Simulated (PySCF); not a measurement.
**Dipole response of I²⁺ (iodine, charge +2)**

[Kr] 4d10 5s2 5p3, high-spin 4S determinant. Computed with PySCF 2.14 in ANO-RCC-VTZP (7s6p4d2f1g, 68 functions), with the spin-free X2C one-electron Hamiltonian (Gaussian nucleus). Coupled (time-dependent) response in atomic units; α is the mean over directions. The basis has no added diffuse functions, which lowers α and C₆.

```json
{"method": "UHF", "mean α (bohr³)": "12.99", "C₆ (like pair)": "91.79", "S(−4)": "31.49"}
{"method": "PBE", "mean α (bohr³)": "12.74", "C₆ (like pair)": "89.86", "S(−4)": "28.40"}
{"method": "PBE0", "mean α (bohr³)": "12.75", "C₆ (like pair)": "89.85", "S(−4)": "28.71"}
{"method": "M06", "mean α (bohr³)": "12.96", "C₆ (like pair)": "91.00", "S(−4)": "29.82"}
{"method": "PBEsol", "mean α (bohr³)": "12.65", "C₆ (like pair)": "89.00", "S(−4)": "28.12"}
```

S(−4) is the Cauchy moment in α(ω) = α(0) + S(−4) ω² + …

α(iu) at PBEsol:

```tsv
u (hartree)	α(iu) (bohr³)
0	12.65
0.0500	12.58
0.100	12.38
0.200	11.63
0.300	10.59
0.500	8.318
0.750	6.010
1.00	4.462
1.50	2.765
2.00	1.930
3.00	1.139
5.00	0.5517
```

A single London oscillator, α(iu) = α/(1 + u²/ω²), gives C₆ = (3/4) ω α². Matching the computed C₆ needs ω = 4 × 89.00 / (3 × 12.65²) = 0.742 hartree.

For an ion, C₆ is the dispersion term alone; charge-induced terms of lower order in 1/R come first.
